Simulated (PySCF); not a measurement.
BI3, SMILES IB(I)I.

Coordinates come from a B3LYP-D3(BJ)/def2-SVP optimisation. The isomer is the one that the SMILES or the coordinates give; other isomers of the formula were not compared. The def2 effective core potentials stand for the cores of I; spin–orbit coupling is left out.

Level of theory: PBE0/def2-TZVP (PySCF).

Symmetry labels are those of the subgroup C2v that the program uses (full group D3h).

Computed valence orbital energies around the gap with their symmetry:
| orbital | symmetry | energy (eV) |
|---|---|---|
| HOMO−7 | B1 | -10.60 |
| HOMO−6 | A1 | -10.60 |
| HOMO−5 | B2 | -9.45 |
| HOMO−4 | A1 | -8.10 |
| HOMO−3 | B1 | -8.10 |
| HOMO−2 | A2 | -8.02 |
| HOMO−1 | B2 | -8.02 |
| HOMO | B1 | -7.41 |
| LUMO | B2 | -2.56 |
| LUMO+1 | A1 | -1.21 |
| LUMO+2 | A1 | 0.52 |
| LUMO+3 | B1 | 0.52 |
